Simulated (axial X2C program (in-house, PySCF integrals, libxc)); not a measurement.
## CaO: cheaper levels and CCSD(T), with spin–orbit coupling

All values were computed with an in-house all-electron X2C program for linear molecules (integrals from PySCF). Two-component (2c) means X2C with spin–orbit coupling and atomic mean-field two-electron Coulomb and Gaunt terms. Basis: Ca dyall-cv3z [11s12p6d4f], O dyall-av3z [7s6p3d2f] (cores contracted in-house); Gaussian nuclei, density fitting, unrestricted open shells. Masses: Ca 39.963 u, O 15.995 u.

State: Ω = 0 (closed shell); fragments Ca + O.

```
  level  Re (Å)  ωe (cm⁻¹)  De (eV)
   PBE0   1.794      798.0     4.28
     HF   1.814      822.5    0.373
   CCSD   1.851      739.1     3.22
r2SCAN0   1.789      816.8     4.10
```

Correlated methods: 8 electrons correlated (number of frozen shells: Ca 3 s, 2 p; O 1 s), 250 virtual spin orbitals or spinors in MP2, 90 natural virtuals in coupled cluster.

CCSD(T), same Hamiltonian and basis:

Re = 1.872 Å, ωe = 684.8 cm⁻¹, De = 3.62 eV; T1 = 0.032 (Lee–Taylor normalisation).

(1) Give the differences from CCSD(T) in the columns below.

Occupations by symmetry block were frozen at the best pattern of an incomplete PBE0 search. Closed shells are restricted here (equal orbitals for both partners); the stretched side of such a curve lies too high. Dissociation energies refer to the lowest single-determinant-based atoms at the same level and basis. CCSD and (T) use frozen natural virtuals with an MP2 correction for the truncation; (T) itself is uncorrected, so its De runs slightly low. The 2c atoms are single determinants rather than J levels; their spin–orbit lowering is only partly caught, and De is too large by that part. This holds for PBE0, r2SCAN0. The functionals have no current-density term, which raises determinants with orbital currents, atoms included. The outer-core s and p shells of the metal are frozen in the correlated rows, which leaves out core–valence correlation; for alkali and alkaline-earth bonds that tends to lengthen them. The T1 diagnostic is large, a sign of multireference character. The stretched end of a curve changes character and is left out.

## Answers

(1) 

```tsv
level	ΔRe (Å)	Δωe (cm⁻¹)	ΔDe (eV)
PBE0	-0.078	113	0.66
HF	-0.058	138	-3.25
CCSD	-0.021	54	-0.40
r2SCAN0	-0.083	132	0.48
```
